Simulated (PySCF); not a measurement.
TiCl3, SMILES [Cl][Ti]([Cl])[Cl] (connectivity only; charge and spin as stated), neutral, multiplicity 2.

Geometry optimised at PBE0-D3(BJ)/def2-SVP. The spin state was assumed, not searched. The isomer is the one that the SMILES or the coordinates give; other isomers of the formula were not compared.

Two levels are set side by side: PBE/def2-TZVPD (PySCF) and ωB97X/def2-TZVPD (PySCF). Same geometry, gas phase. Differences are taken from unrounded values.

| quantity | PBE |
|---|---|
| α-spin orbital gap (eV) | 1.10 |
| β-spin orbital gap (eV) | 4.19 |
| mean polarisability (bohr³) | 83.5 |

Question: These are the PBE values. What does ωB97X give? (Estimate from the structure and the level; the computed values follow.)

Answer: 
| quantity | ωB97X | PBE minus ωB97X |
|---|---|---|
| α-spin orbital gap (eV) | 9.30 | -8.19 |
| β-spin orbital gap (eV) | 10.47 | -6.28 |
| mean polarisability (bohr³) | 75.8 | 7.7 |

Loosely held outer electrons make PBE densities more polarisable. Differences between two approximate levels are no errors against the true value.

Rough cost on one machine, each run with all the roots and properties that it gave: ωB97X against PBE within a factor of 2.
